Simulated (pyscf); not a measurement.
## F–Sn(F)(F)–F, singlet

Gas-phase minimum from PySCF at ωB97X-D3(BJ)/def2-SVP, one conformer. 

SMILES: [F][Sn]([F])([F])[F]
```xyz
5

F      1.9204    -0.8897    -1.0027
Sn     0.3027    -0.1332    -0.3518
F      0.1361     1.6481    -0.9930
F     -1.1687    -1.1680    -0.9649
F      0.3185    -0.1231     1.5490
```
Charge 0, spin multiplicity 1.

Bond lengths (Å): F1–Sn2 1.901, Sn2–F3 1.901, Sn2–F4 1.900, Sn2–F5 1.901. Bond angles (°): F1–Sn2–F3 109.4, F1–Sn2–F4 109.4, F1–Sn2–F5 109.7, F3–Sn2–F4 109.5, F3–Sn2–F5 109.5, F4–Sn2–F5 109.4.

Properties at ωB97X-D3(BJ)/def2-SVP:

```json
{
  "harmonic_wavenumbers_unscaled": "138, 139, 186, 186, 186, 660, 704, 704, 704 cm⁻¹",
  "zero_point_energy": "5.2 kcal/mol",
  "rotational_symmetry_number": "12",
  "Entropy of this conformer at 298 K and 1 atm, rigid rotor and harmonic oscillator, modes under 100 cm⁻¹ raised to 100": "324.7 J/(mol K)",
  "dipole_moment": "0.02 D"
}
```

Single-point totals, which compare only within one level (frozen core for MP2 and CC):

```csv
level,total energy (hartree)
ωB97X-D3(BJ)/def2-TZVP,-614.06223
PBE/def2-TZVP,-613.60090
r²SCAN/def2-TZVP,-613.89563
B3LYP-D3(BJ)/def2-TZVP,-614.04600
PBE0-D3(BJ)/def2-TZVP,-613.59705
M06-2X/def2-TZVP,-613.78001
ωB97M-D3(BJ)/def2-TZVP,-614.07246
HF/def2-TZVPP,-611.39883
MP2/def2-TZVPP,-612.71443
CCSD/def2-TZVPP,-612.69935
CCSD(T)/def2-TZVPP,-612.73869
```

The CCSD(T) − MP2 part came from Ansatz, without density fitting, on the same reference. The frozen core leaves the outer d or s,p core shells of the metals and heavy elements correlated in the MP2 and CC values, and def2-TZVPP describes them poorly, so these totals are far from the basis limit. Elements past Kr carry the def2 core potentials, without spin-orbit coupling.
